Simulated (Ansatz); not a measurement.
A run on `Br/C=C/I` with other settings.

```yaml
crystal:
  periodic: [false, false, false]
  atoms:
    - {symbol: Br, position_ang: [-0.965690, 1.605092, -1.364287]}
    - {symbol: C, position_ang: [0.160012, 0.325325, -0.572160]}
    - {symbol: C, position_ang: [-0.182495, -0.306920, 0.533390]}
    - {symbol: I, position_ang: [1.057878, -1.718230, 1.407737]}
    - {symbol: H, position_ang: [1.087099, 0.171940, -1.106715]}
    - {symbol: H, position_ang: [-1.114604, -0.141206, 1.055836]}
basis:
  gaussian: {orbitals: def2-TZVPP}
hamiltonian: {xc: {name: RPBE}}
output: {forces: true}
```

```sh
$ ansatz run in.yaml --threads 4 --pin off --events-out ev --progress --plain --max-ram 10444MiB
```

Output, abridged:

```
Functional definition: RPBE
1221 factors; their error is unknown
mean field evaluation 1: about -80236.2900 eV, gradient 8.0e1 eV
mean field evaluation 2: about -80129.3461 eV, gradient 1.8e2 eV
mean field evaluation 4: about -80250.7787 eV, gradient 2.0e1 eV
mean field evaluation 8: about -80251.5552 eV, gradient 1.3e-1 eV
mean field evaluation 16: about -80251.5178 eV, gradient 6.9e-3 eV
mean field -80251.51776590 eV, -2949.1888814643 hartree, gradient 1.7e-5 eV, S^2 0.000000; 0 other end points of the search recorded, 0 dependent functions left out
reference -80251.51780057 eV, -2949.1888827386 hartree; 37, 37 occupied and 151, 151 virtual orbitals, 1221 factors
Total energy: -80251.51780057 eV, -2949.1888827386 hartree
Atom 0 at    -0.965690     1.605092    -1.364287 Å, force    -0.335734     0.422205    -0.289655 eV/Å
Atom 1 at     0.160012     0.325325    -0.572160 Å, force     0.324927     0.178326    -0.493003 eV/Å
Atom 2 at    -0.182495    -0.306920     0.533390 Å, force    -0.294205    -0.213973     0.515940 eV/Å
Atom 3 at     1.057878    -1.718230     1.407737 Å, force     0.302455    -0.384059     0.265857 eV/Å
Atom 4 at     1.087099     0.171940    -1.106715 Å, force     0.215167    -0.023578    -0.140159 eV/Å
Atom 5 at    -1.114604    -0.141206     1.055836 Å, force    -0.212610     0.021079     0.141020 eV/Å
Dipole moment:     0.029111    -0.032763     0.020069 e Å
```

Run time 1.5 s (4 threads of an Intel Xeon on a shared host); peak host memory 0.25 GiB.
